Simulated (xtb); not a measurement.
xtb input (GFN2-xTB):

```bash
xtb mol.xyz --gfn 2 --sp --chrg 0 --uhf 0
```
mol.xyz:
```
11

C     -1.74922787    -0.96707256     0.02069454
Sn    -0.00361827     0.30411252    -0.05713483
C      1.77106344    -0.86818627     0.32410284
H     -1.82720669    -1.42681598     1.00510627
H     -1.66845265    -1.75112232    -0.73113823
H     -2.64919872    -0.38456985    -0.17039798
H      0.10952053     1.03660099    -1.60855786
H     -0.14025800     1.54685423     1.12319385
H      1.70508263    -1.32759266     1.30954866
H      1.86383666    -1.65189899    -0.42669584
H      2.65657654    -0.23552864     0.28689835
```

Output:

```
           -------------------------------------------------
          |                Calculation Setup                |
           -------------------------------------------------

           -------------------------------------------------
          |                 G F N 2 - x T B                 |
           -------------------------------------------------

        Reference                      10.1021/acs.jctc.8b01176
      * Hamiltonian:
        H0-scaling (s, p, d)           1.850000    2.230000    2.230000
        zeta-weighting                 0.500000
      * Dispersion:
        s8                             2.700000
        a1                             0.520000
        a2                             5.000000
        s9                             5.000000
      * Repulsion:
        kExp                           1.500000    1.000000
        rExp                           1.000000
      * Coulomb:
        alpha                          2.000000
        third order                    shell-resolved
        anisotropic                    true
        a3                             3.000000
        a5                             4.000000
        cn-shift                       1.200000
        cn-exp                         4.000000
        max-rad                        5.000000

          ...................................................
          :                      SETUP                      :
          :.................................................:
          :  # basis functions                  26          :
          :  # atomic orbitals                  25          :
          :  # shells                           15          :
          :  # electrons                        20          :
          :  max. iterations                   250          :
          :  Hamiltonian                  GFN2-xTB          :
          :  restarted?                      false          :
          :  GBSA solvation                  false          :
          :  PC potential                    false          :
          :  electronic temp.          300.0000000     K    :
          :  accuracy                    1.0000000          :
          :  -> integral cutoff          0.2500000E+02      :
          :  -> integral neglect         0.1000000E-07      :
          :  -> SCF convergence          0.1000000E-05 Eh   :
          :  -> wf. convergence          0.1000000E-03 e    :
          :  Broyden damping             0.4000000          :
          :  net charge                          0          :
          :  unpaired electrons                  0          :
          ...................................................

 iter      E             dE          RMSdq      gap      omega  full diag
   1    -10.3510887 -0.103511E+02  0.434E+00    5.66       0.0  T
   2    -10.3384265  0.126622E-01  0.136E+01    6.10       1.0  T
   3    -10.4512456 -0.112819E+00  0.101E+01    6.25       1.0  T
   4    -10.4980753 -0.468296E-01  0.396E+00    6.13       1.0  T
   5    -10.5210776 -0.230024E-01  0.598E-01    6.08       1.0  T
   6    -10.5211774 -0.998111E-04  0.278E-01    6.08       1.0  T
   7    -10.5212054 -0.279373E-04  0.480E-02    6.09       1.0  T
   8    -10.5212060 -0.580972E-06  0.246E-02    6.09       1.2  T
   9    -10.5212062 -0.277325E-06  0.778E-03    6.09       3.9  T
  10    -10.5212062 -0.163546E-07  0.431E-04    6.09      70.0  T
  11    -10.5212062  0.494381E-09  0.132E-03    6.09      22.8  T
  12    -10.5212063 -0.863873E-09  0.307E-05    6.09     981.9  T

   *** convergence criteria satisfied after 12 iterations ***

         #    Occupation            Energy/Eh            Energy/eV
      -------------------------------------------------------------
         1        2.0000           -0.7620212             -20.7357
       ...           ...                  ...                  ...
         4        2.0000           -0.4807564             -13.0820
         5        2.0000           -0.4793275             -13.0432
         6        2.0000           -0.4757055             -12.9446
         7        2.0000           -0.4747620             -12.9189
         8        2.0000           -0.4308514             -11.7241
         9        2.0000           -0.4215369             -11.4706
        10        2.0000           -0.4122923             -11.2190 (HOMO)
        11                         -0.1884978              -5.1293 (LUMO)
        12                         -0.1182480              -3.2177
        13                         -0.1004231              -2.7327
        14                         -0.0991013              -2.6967
        15                         -0.0215949              -0.5876
       ...                                ...                  ...
        25                          0.6946037              18.9011
      -------------------------------------------------------------
                  HL-Gap            0.2237945 Eh            6.0898 eV
             Fermi-level           -0.3003951 Eh           -8.1742 eV

 SCC (total)                   0 d,  0 h,  0 min,  0.005 sec
 SCC setup                      ...        0 min,  0.000 sec (  1.631%)
 Dispersion                     ...        0 min,  0.000 sec (  0.890%)
 classical contributions        ...        0 min,  0.000 sec (  0.385%)
 integral evaluation            ...        0 min,  0.001 sec ( 14.238%)
 iterations                     ...        0 min,  0.002 sec ( 51.590%)
 molecular gradient             ...        0 min,  0.001 sec ( 29.240%)
 printout                       ...        0 min,  0.000 sec (  1.841%)

         :::::::::::::::::::::::::::::::::::::::::::::::::::::
         ::                     SUMMARY                     ::
         :::::::::::::::::::::::::::::::::::::::::::::::::::::
         :: total energy             -10.405296026669 Eh    ::
         :: gradient norm              0.015579366970 Eh/a0 ::
         :: HOMO-LUMO gap              6.089758279126 eV    ::
         ::.................................................::
         :: SCC energy               -10.521198008708 Eh    ::
         :: -> isotropic ES            0.004017273370 Eh    ::
         :: -> anisotropic ES          0.003446382505 Eh    ::
         :: -> anisotropic XC          0.006910114854 Eh    ::
         :: -> dispersion             -0.004952828905 Eh    ::
         :: repulsion energy           0.115901982039 Eh    ::
         :: add. restraining           0.000000000000 Eh    ::
         :: total charge              -0.000000000000 e     ::
         :::::::::::::::::::::::::::::::::::::::::::::::::::::

           -------------------------------------------------
          |                Property Printout                |
           -------------------------------------------------

    * Orbital Energies and Occupations

         #    Occupation            Energy/Eh            Energy/eV
      -------------------------------------------------------------
         1        2.0000           -0.7620212             -20.7357
         2        2.0000           -0.5832530             -15.8711
         3        2.0000           -0.5766716             -15.6920
         4        2.0000           -0.4807564             -13.0820
         5        2.0000           -0.4793275             -13.0432
         6        2.0000           -0.4757055             -12.9446
         7        2.0000           -0.4747620             -12.9189
         8        2.0000           -0.4308514             -11.7241
         9        2.0000           -0.4215369             -11.4706
        10        2.0000           -0.4122923             -11.2190 (HOMO)
        11                         -0.1884978              -5.1293 (LUMO)
        12                         -0.1182480              -3.2177
        13                         -0.1004231              -2.7327
        14                         -0.0991013              -2.6967
        15                         -0.0215949              -0.5876
        16                          0.0047828               0.1301
        17                          0.1421121               3.8671
        18                          0.1541735               4.1953
        19                          0.1627465               4.4286
        20                          0.1840429               5.0081
        21                          0.1944136               5.2903
       ...                                ...                  ...
        25                          0.6946037              18.9011
      -------------------------------------------------------------
                  HL-Gap            0.2237945 Eh            6.0898 eV
             Fermi-level           -0.3003951 Eh           -8.1742 eV

     #   Z          covCN         q      C6AA      α(0)
     1   6 C        3.653    -0.129    23.331     6.936
     2  50 Sn       3.606     0.074   332.280    33.283
     3   6 C        3.653    -0.129    23.331     6.936
     4   1 H        0.925     0.038     2.479     2.462
     5   1 H        0.925     0.038     2.479     2.462
     6   1 H        0.925     0.034     2.529     2.487
     7   1 H        0.922    -0.017     3.375     2.873
     8   1 H        0.922    -0.017     3.375     2.873
     9   1 H        0.925     0.038     2.479     2.462
    10   1 H        0.925     0.038     2.479     2.462
    11   1 H        0.925     0.034     2.529     2.487

 Mol. C6AA /au·bohr⁶  :       1669.891896
 Mol. C8AA /au·bohr⁸  :      90426.886518
 Mol. α(0) /au        :         67.723747

Wiberg/Mayer (AO) data.
largest (>0.10) Wiberg bond orders for each atom

 ---------------------------------------------------------------------------
     #   Z sym  total        # sym  WBO       # sym  WBO       # sym  WBO
 ---------------------------------------------------------------------------
     1   6 C    3.992 --     6 H    0.989     4 H    0.985     5 H    0.985
                             2 Sn   0.749     3 C    0.104
     2  50 Sn   3.034 --     1 C    0.749     3 C    0.749     8 H    0.746
                             7 H    0.746
     3   6 C    3.992 --    11 H    0.989    10 H    0.985     9 H    0.985
                             2 Sn   0.749     1 C    0.104
     4   1 H    0.999 --     1 C    0.985
     5   1 H    0.999 --     1 C    0.985
     6   1 H    0.999 --     1 C    0.989
     7   1 H    1.000 --     2 Sn   0.746
     8   1 H    1.000 --     2 Sn   0.746
     9   1 H    0.999 --     3 C    0.985
    10   1 H    0.999 --     3 C    0.985
    11   1 H    0.999 --     3 C    0.989
 ---------------------------------------------------------------------------

Topologies differ in total number of bonds
Writing topology from bond orders to xtbtopo.mol

molecular dipole:
                 x           y           z       tot (Debye)
 q only:        0.001      -0.072       0.013
   full:        0.007      -0.597       0.112       1.544
molecular quadrupole (traceless):
                xx          xy          yy          xz          yz          zz
 q only:        0.261       0.012      -0.014       0.045      -0.045      -0.247
  q+dip:        0.270       0.008      -0.671      -0.017       0.209       0.401
   full:        1.863       0.079      -0.896       0.246      -0.010      -0.966

           -------------------------------------------------
          | TOTAL ENERGY              -10.405296026669 Eh   |
          | GRADIENT NORM               0.015579366970 Eh/α |
          | HOMO-LUMO GAP               6.089758279126 eV   |
           -------------------------------------------------

------------------------------------------------------------------------
------------------------------------------------------------------------
 total:
Note: The following floating-point exceptions are signalling: IEEE_UNDERFLOW_FLAG IEEE_DENORMAL
normal termination of xtb
 SCF:
```
